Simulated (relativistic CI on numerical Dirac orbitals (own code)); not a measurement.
# Pm⁴⁺ (4f3) in a crystal field

Calculated by Dirac-Coulomb-Breit CI, separate exchange-only KLI orbitals for each configuration, a model potential for QED, valence Slater integrals scaled by 0.7, one configuration in a parametric crystal field (own radial code).

Field parameters in Wybourne normalisation; cubic f-shell fields have B⁴₄ = √(5/14) B⁴₀ and B⁶₄ = −√(7/2) B⁶₀. The field is a parameter set, without covalency.

S and J are read from ⟨S²⟩ = S(S + 1) and ⟨J²⟩ = J(J + 1) of each level; they are not fictitious spins.

Oh, B40 = 2910, B60 = 1120 cm⁻¹, the lowest 16 levels:

```tsv
E (cm⁻¹)	Degeneracy	Irrep	S	J
0.0	4	Γ8	1.47	4.54
612	2	Γ6	1.46	4.54
806	4	Γ8	1.46	4.53
2696	2	Γ7	1.49	5.52
2822	4	Γ8	1.49	5.50
3092	4	Γ8	1.49	5.51
3189	2	Γ6	1.49	5.49
5176	2	Γ7	1.49	6.48
5240	4	Γ8	1.49	6.50
5611	4	Γ8	1.49	6.50
5651	2	Γ6	1.49	6.51
5712	2	Γ7	1.49	6.50
7394	4	Γ8	1.48	7.43
7830	2	Γ6	1.48	7.46
8119	4	Γ8	1.48	7.47
8376	4	Γ8	1.48	7.48
```

Oh, B40 = 2290, B60 = 410 cm⁻¹, the lowest 10 levels:

```
E (cm⁻¹)  Degeneracy  Irrep     S     J
     0.0           4     Γ8  1.46  4.51
     167           2     Γ6  1.46  4.51
     423           4     Γ8  1.46  4.50
    2522           2     Γ7  1.49  5.50
    2528           4     Γ8  1.49  5.50
    2771           4     Γ8  1.49  5.50
    2804           2     Γ6  1.49  5.50
    4974           2     Γ7  1.49  6.50
    4994           4     Γ8  1.49  6.50
    5272           4     Γ8  1.49  6.49
```

D4h, B20 = -810, B40 = -1310, B44 = -430, B60 = -150, B64 = 290 cm⁻¹, the lowest 10 levels:

```json
{"E (cm⁻¹)": "0.0", "Degeneracy": "2", "Irrep": "Γ7", "S": "1.46", "J": "4.50"}
{"E (cm⁻¹)": "35.7", "Degeneracy": "2", "Irrep": "Γ6", "S": "1.46", "J": "4.50"}
{"E (cm⁻¹)": "105", "Degeneracy": "2", "Irrep": "Γ6", "S": "1.46", "J": "4.50"}
{"E (cm⁻¹)": "131", "Degeneracy": "2", "Irrep": "Γ7", "S": "1.46", "J": "4.50"}
{"E (cm⁻¹)": "271", "Degeneracy": "2", "Irrep": "Γ6", "S": "1.46", "J": "4.50"}
{"E (cm⁻¹)": "2480", "Degeneracy": "2", "Irrep": "Γ7", "S": "1.49", "J": "5.50"}
{"E (cm⁻¹)": "2485", "Degeneracy": "2", "Irrep": "Γ6", "S": "1.49", "J": "5.50"}
{"E (cm⁻¹)": "2539", "Degeneracy": "2", "Irrep": "Γ6", "S": "1.49", "J": "5.50"}
{"E (cm⁻¹)": "2547", "Degeneracy": "2", "Irrep": "Γ7", "S": "1.49", "J": "5.50"}
{"E (cm⁻¹)": "2551", "Degeneracy": "2", "Irrep": "Γ6", "S": "1.49", "J": "5.50"}
```

Principal g values of the ground doublet: 1.63, 3.21, 3.21.

C2v, B20 = -250, B22 = 530, B40 = 870, B42 = 140, B44 = 650, B60 = 530, B62 = -130, B64 = -610, B66 = -900 cm⁻¹, the lowest 10 levels:

```csv
E (cm⁻¹),Degeneracy,S,J
0.0,2,1.46,4.51
98.3,2,1.46,4.51
212,2,1.46,4.51
275,2,1.46,4.51
491,2,1.46,4.51
2556,2,1.49,5.50
2615,2,1.49,5.51
2641,2,1.49,5.51
2649,2,1.49,5.50
2757,2,1.49,5.49
```

Principal g values of the ground doublet: 1.24, 1.53, 4.08.

D3d, B20 = 3100, B40 = -1550, B43 = -2230, B60 = 150, B63 = -570, B66 = -630 cm⁻¹, the lowest 10 levels:

```tsv
E (cm⁻¹)	Degeneracy	Irrep	S	J
0.0	2	Γ5+Γ6	1.47	4.51
120	2	Γ4	1.46	4.50
360	2	Γ4	1.46	4.52
650	2	Γ5+Γ6	1.46	4.50
689	2	Γ4	1.46	4.50
2527	2	Γ4	1.49	5.50
2587	2	Γ5+Γ6	1.49	5.50
2705	2	Γ4	1.49	5.50
2939	2	Γ4	1.49	5.49
3056	2	Γ5+Γ6	1.49	5.49
```

Principal g values of the ground doublet: 0.00, 0.00, 5.54.

The next free-ion level lies 2440 cm⁻¹ above the lowest; the field splits the ground level into components whose J stays near 9/2 as long as their spread is small against that gap.

Levels of this model without a field, named by their leading LS term (the scale mimics covalency, so terms lie below those of the real free ion): 4I°_9/2 0, 4I°_11/2 2440, 4I°_13/2 4940, 4I°_15/2 7452, 4F°_3/2 12408, 2H°_9/2 12447, 4F°_5/2 13817, 4S°_3/2 14780 cm⁻¹.
